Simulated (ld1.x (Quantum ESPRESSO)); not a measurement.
iodine: one change to a TM potential, before and after

```
Element                 : iodine
Generator               : ld1.x (Quantum ESPRESSO) 7.5
Type                    : norm-conserving Troullier–Martins (Kleinman–Bylander form)
Functional              : PBEsol
Relativity              : scalar-relativistic
Frozen core             : [Kr] 4d10
Valence charge          : 7
Reference configuration : 5s2 5p5
Partial waves           : 5s (bound): rc 1.35 bohr; 5p (bound): rc 1.85 bohr
Local potential         : all-electron potential smoothed inside 1.45 bohr (lloc = -1)
Core correction         : a·sin(br)/r model core, default radius (core density twice the valence density)
```

Change: all radii but the core radius scaled by about 1.10 (s 1.48, p 2.04 bohr); local potential all-electron potential smoothed inside 1.60 bohr (lloc = -1).

Cutoffs: the cutoffs (Ry, on a coarse ladder) from which the occupation-weighted sum of valence levels, in a spherical-Bessel basis at the reference potential, stays within 10 and 1 mRy of its value at 400 Ry; they do not see the model core or the augmentation charge, which bear on the density cutoff. Errors are all-electron minus pseudo energies relative to the spin-unpolarised reference configuration.

Q: What does the change do?

A: The potential gets softer (70 Ry and 180 Ry → 55 Ry and 110 Ry); both files keep a bound ghost (d, s); of the 7 tests that both files solve, the error grows in 2 and shrinks in 4 by more than 15 % and 0.3 meV (median size 5.3 → 5.9 meV). A larger radius leaves more room for a smooth pseudo-wave, so fewer plane waves are needed.

| quantity | base | changed |
| --- | --- | --- |
| cutoff, loose | 70 Ry | 55 Ry |
| cutoff, tight | 180 Ry | 110 Ry |
| loose cutoff by channel (10 mRy a level) | s 45 Ry, p 12 Ry | s 35 Ry, p 12 Ry |
| bound ghosts | s, d | s, d |
| error for 5s2 5p4, meV [ΔE 11.15 eV] | +5.3 | -1.0 |
| error for 5s2 5p3, meV [ΔE 31.03 eV] | +28 | -5.9 |
| error for 5s2 5p2, meV [ΔE 60.42 eV] | +54 | -39 |
| error for 5s1 5p6, meV [ΔE 10.45 eV] | -8.9 | -12 |
| error for 5s2 5p4.5, meV [ΔE 4.54 eV] | +0.7 | -0.6 |
| error for 5s2 5p5.3, meV [ΔE -1.79 eV] | +1.1 | +0.8 |
| error for 5s2 5p1, meV [ΔE 99.91 eV] | +4.8 | -161 |

 A true bound ghost makes a file unfit for plane-wave use even where its test errors are small: the radial tests pick states by their node count and pass the ghost by.
